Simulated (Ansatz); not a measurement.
Ansatz results at the PBE0-D4/def2-TZVP geometry: HOMO–LUMO gap (PBE/def2-TZVPP) 5.54 eV; size of the dipole moment (ωB97M-V/def2-TZVPP) 0.35 D; size of the dipole moment (B3LYP/def2-TZVPP) 0.38 D.

Each molecule was computed in one conformer, which needn't be the lowest.

(1) Which molecule gave them?
A. `CC[O][Hf]([OH])([O]CC)[O]CC`
B. `[F][Hf]([F])([F])[Br]`
C. `CC[O][Hf]([Cl])([O]CC)[O]CC`
D. `[CH3][Hf]([Cl])([Br])[O][SiH3]`

## Answers

(1) A. The others give `CC[O][Hf]([Cl])([O]CC)[O]CC`: 5.84, 3.83, 3.85; `[CH3][Hf]([Cl])([Br])[O][SiH3]`: 4.74, 1.80, 1.82; `[F][Hf]([F])([F])[Br]`: 5.88, 0.07, 0.07.

B3LYP here is the variant with VWN-RPA as its local correlation; programs differ in this.
